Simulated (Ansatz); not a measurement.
Cost and result for the atomization energy of C2H9NOSi2 (`C=C[SiH2]N[SiH2]O`) (15 atoms, 14 bonds).

```xyz
15

C    -0.1409    1.2011    1.8064
C     1.0188    0.5797    1.6067
Si    1.5234   -0.1243   -0.0422
N     0.3058    0.1026   -1.2463
Si   -1.0523   -0.9024   -1.5652
O    -2.4189   -0.5162   -0.7280
H    -0.8582    1.3343    1.0002
H    -0.4229    1.6095    2.7731
H     1.7016    0.4831    2.4511
H     1.7566   -1.5854    0.1056
H     2.7869    0.5274   -0.4830
H     0.2946    1.0113   -1.6894
H    -1.4528   -0.7517   -2.9813
H    -0.6224   -2.2821   -1.2229
H    -2.4191   -0.6869    0.2152
```

Charge 0, multiplicity 1. The geometry is a stationary point of PBE0-D4/def2-TZVP. It is one conformer, not always the lowest. Program: Ansatz. All runs use 2 threads of an AMD EPYC 7R13 on a shared host and a share of an NVIDIA H100 80 GB. Times are those of one run each, without the atoms' runs, and a repeat can differ threefold. Electronic energies, without spin–orbit coupling; frozen cores. CCSD(T)/CBS adds CCSD(T) − MP2 in def2-TZVPP to the MP2 limit, and its time is that of the two runs behind it. T1 = 0.012.

CCSD(T)/CBS is a level of theory with its own doubt, some kJ/mol a heavy atom from the limit and from the frozen cores, so smaller differences don't rank the functionals.

| level | functions | wall time |
| --- | --- | --- |
| BLYP-D4/def2-TZVPP | 334 | 3.6 s |
| PBE0-D4/def2-TZVPP | 334 | 4.6 s |
| ωB97M-V/def2-TZVPP (with forces) | 334 | 5.5 s |
| B2PLYP/def2-TZVPP | 334 | 5.5 s |
| B97M-V/def2-TZVPP | 334 | 5.5 s |
| ωB97X-V/def2-TZVPP | 334 | 6 s |
| CCSD(T)/def2-SVP | 137 | 6 s |
| PBE-D4/def2-TZVPP (with forces) | 334 | 7 s |
| CAM-B3LYP-D4/def2-TZVPP | 334 | 7.5 s |
| MP2/def2-QZVPP | 638 | 7.5 s |
| PBE-QIDH/def2-TZVPP | 334 | 8 s |
| CCSD(T)/def2-TZVPP | 334 | 8.5 s |
| CCSD(T)/CBS(def2) | – | 16 s |

Q: What atomization energy does each give, and how far from CCSD(T)/CBS? (Estimate.)

A: Computed: 
```csv
level,atomization (kcal/mol),difference from CCSD(T)/CBS,per bond
BLYP-D4/def2-TZVPP,1332.6,-6.2,-0.4
PBE0-D4/def2-TZVPP,1328.8,-10.0,-0.7
ωB97M-V/def2-TZVPP (with forces),1340.7,1.9,0.1
B2PLYP/def2-TZVPP,1321.5,-17.3,-1.2
B97M-V/def2-TZVPP,1337.0,-1.8,-0.1
ωB97X-V/def2-TZVPP,1341.1,2.3,0.2
CCSD(T)/def2-SVP,1246.8,-92.0,-6.6
PBE-D4/def2-TZVPP (with forces),1347.8,9.0,0.6
CAM-B3LYP-D4/def2-TZVPP,1343.3,4.5,0.3
MP2/def2-QZVPP,1339.7,0.9,0.1
PBE-QIDH/def2-TZVPP,1321.8,-17.0,-1.2
CCSD(T)/def2-TZVPP,1301.3,-37.5,-2.7
CCSD(T)/CBS(def2),1338.8,0.0,0.0
```

From BLYP to BHLYP (50 % exact exchange), in def2-TZVPP and without D4, the atomization energy moves by −19.7 kcal/mol: exact exchange takes away binding that semilocal exchange gives to molecules. In def2-TZVPP, CCSD(T) changes the Hartree–Fock value by +323.3 kcal/mol (the triples alone add +18.1 kcal/mol) and MP2 by +339.2 kcal/mol; breaking electron pairs costs correlation energy, which Hartree–Fock lacks. Leaving LDA and LC-ωPBE aside and taking each functional with its dispersion term where it has one, the values, not all of them listed here, spread over 42.8 kcal/mol, from BHLYP-D4 to PBE-D4. LDA lies +168.6 kcal/mol from PBE without D4, its usual overbinding.
